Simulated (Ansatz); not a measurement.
A structure relaxed at r2SCAN-D4/def2-SVP in Ansatz, charge 0, singlet:

```xyz
27

C    -1.179    0.746   -2.374
C    -1.027   -0.350   -1.327
C    -0.356   -1.594   -1.890
C    -2.347   -0.685   -0.644
O    -0.023    0.118   -0.332
S    -0.436    1.064    0.914
O    -1.051    0.289    1.986
O    -1.093    2.284    0.445
C     1.244    1.515    1.393
C     2.298    0.427    1.520
F     3.392    1.022    2.089
F     2.680   -0.033    0.307
C     1.979   -0.787    2.400
F     1.467   -0.351    3.572
F     1.089   -1.593    1.792
H    -1.850    0.402   -3.177
H    -0.201    0.988   -2.818
H    -1.599    1.657   -1.927
H     0.628   -1.339   -2.312
H    -0.211   -2.341   -1.095
H    -0.981   -2.030   -2.685
H    -2.197   -1.411    0.169
H    -3.032   -1.120   -1.388
H    -2.823    0.214   -0.225
H     1.597    2.245    0.650
H     1.119    2.010    2.366
H     2.913   -1.348    2.591
```

**Question.** Give its formula, name or SMILES.

**Answer.** `CC(C)(C)OS(=O)(=O)CC(F)(F)C(F)F`.

**Question.** Summarise the bond lengths by kind (pairs closer than 1.2 times the sum of covalent radii, bridged metal pairs left out).

**Answer.** 5 × C–C 1.52 to 1.53 Å; 4 × C–F 1.35 to 1.37 Å; 3 × O–S 1.46 to 1.62 Å; 1 × C–S 1.80 Å; 1 × C–O 1.49 Å; 12 × C–H 1.10 to 1.11 Å.
